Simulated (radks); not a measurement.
Task: The mean radii <r> (bohr) of the occupied orbitals of an atom or ion are listed with their occupations. All-electron calculation, Dirac Kohn-Sham, PBE, spin-unpolarised, spherical densities, point nucleus. Program: a radial shooting solver on a logarithmic mesh with Libxc functionals.

| orbital | occ. | <r> |
|---|---|---|
| 1s1/2 | 2 | 0.02905 |
| 2s1/2 | 2 | 0.1250 |
| 2p1/2 | 2 | 0.1057 |
| 2p3/2 | 4 | 0.1110 |
| 3s1/2 | 2 | 0.3354 |
| 3p1/2 | 2 | 0.3254 |
| 3p3/2 | 4 | 0.3361 |
| 3d3/2 | 4 | 0.3056 |
| 3d5/2 | 6 | 0.3089 |
| 4s1/2 | 2 | 0.7211 |
| 4p1/2 | 0.333333 | 0.7337 |
| 4p3/2 | 0.666667 | 0.7501 |

Name the element and its charge. Open shells, if any, are shared by 2j + 1.

Result: Z = 50, tin, charge +19: Sn19+ in [Ar] 3d10 4s2 4p1. The 1s radius gives Z: for a bare nucleus <r> = (2 gamma + 1)/(2Z) with gamma = sqrt(1 - (Z/c)^2), 0.02862 bohr for Z = 50, and screening makes it slightly larger (0.02905 here). The occupations add up to 31, and the charge is Z minus that.
